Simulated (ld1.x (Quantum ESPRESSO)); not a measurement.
titanium (Ti): one change to an RRKJ potential, before and after

| Property | Result |
| --- | --- |
| Element | titanium |
| Generator | ld1.x (Quantum ESPRESSO) 7.5 |
| Type | norm-conserving RRKJ (Kleinman–Bylander form) |
| Functional | PBE |
| Relativity | fully relativistic |
| Frozen core | [Ar] |
| Valence charge | 4 |
| Reference configuration | 3d2 4s2 4p0 |
| Partial waves | 4p (bound, empty): rc 3.85 bohr; 3d (bound): rc 1.30 bohr; 4s (bound): rc 2.15 bohr |
| Local potential | the s channel |
| Core correction | Bessel-smoothed model core inside 1.15 bohr |

Open shells are filled in proportion to 2j + 1 (rel_dist='average').

Change: wave 3d (bound): rc 1.30 bohr becomes 3d (bound): rc 1.84 bohr.

Cutoffs: the cutoffs (Ry, on a coarse ladder) from which the occupation-weighted sum of valence levels, in a spherical-Bessel basis at the reference potential, stays within 10 and 1 mRy of its value at 400 Ry; they do not see the model core or the augmentation charge, which bear on the density cutoff. Errors are all-electron minus pseudo energies relative to the spin-unpolarised reference configuration.

Question: Predict the effect on cutoff, ghosts and configuration errors.

Answer: The potential gets softer (90 Ry and 100 Ry → 45 Ry and 50 Ry); of the 7 tests that both files solve, the error grows in 0 and shrinks in 4 by more than 15 % and 0.3 meV (median size 33.9 → 29.4 meV); neither file shows a bound ghost. A larger radius leaves more room for a smooth pseudo-wave, so fewer plane waves are needed. That the errors move this way runs against the usual rule that smaller radii transfer better.

```tsv
quantity	base	changed
cutoff, loose	90 Ry	45 Ry
cutoff, tight	100 Ry	50 Ry
loose cutoff by channel (10 mRy a level)	d 80 Ry, s 10 Ry	d 45 Ry, s 10 Ry
bound ghosts	none	none
error for 3d2 4s1 4p0, meV [ΔE 7.35 eV]	-3.0	-1.7
error for 3d2 4s0 4p0, meV [ΔE 20.92 eV]	-34	-29
error for 3d1 4s0 4p0, meV [ΔE 47.87 eV]	-656	-522
error for 3d1 4s2 4p0, meV [ΔE 9.74 eV]	-283	-160
error for 3d2 4s0 4p1, meV [ΔE 11.12 eV]	-24	-22
error for 3d1 4s2 4p1, meV [ΔE 4.67 eV]	-419	-287
error for 3d2 4s0 4p2, meV [ΔE 6.29 eV]	-24	-23
s: phases at 4.22 bohr within 0.05 rad from the reference energy up to (Ry; the scan ends near 5)	0.7	0.7
p1/2: phases at 4.22 bohr within 0.05 rad from the reference energy up to (Ry; the scan ends near 5)	1.6	1.6
p3/2: phases at 4.22 bohr within 0.05 rad from the reference energy up to (Ry; the scan ends near 5)	4.5	4.5
d3/2: phases at 4.22 bohr within 0.05 rad from the reference energy up to (Ry; the scan ends near 5)	0.2	0.2
d5/2: phases at 4.22 bohr within 0.05 rad from the reference energy up to (Ry; the scan ends near 5)	0.2	0.2
```
